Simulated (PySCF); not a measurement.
Method: B3LYP-D3(BJ)/def2-TZVP // TPSS-D3(BJ)/def2-SVP run with PySCF. Isolated molecules, 0 K electronic values unless said otherwise. B3LYP has the VWN-RPA correlation part, as in Gaussian. 

Reference species: [Zr(Cl)4] (neutral, multiplicity 1).

| Item | Value |
|---|---|
| HOMO | -9.43 eV |
| HOMO–LUMO gap | 6.43 eV |
| coordination number | 4 |
| LUMO | -3.00 eV |

Changed species: [Mo(=O)2(Cl)2] (M = Mo, dioxo; the reference has M = Zr).

Problem. Give the shifts of the HOMO, HOMO–LUMO gap, coordination number and LUMO.

Solution. the HOMO drops by 0.24 eV, to -9.67 eV; the HOMO–LUMO gap decreases by 0.98 eV, to 5.45 eV; the coordination number is nearly the same; the LUMO drops by 1.22 eV, to -4.22 eV.
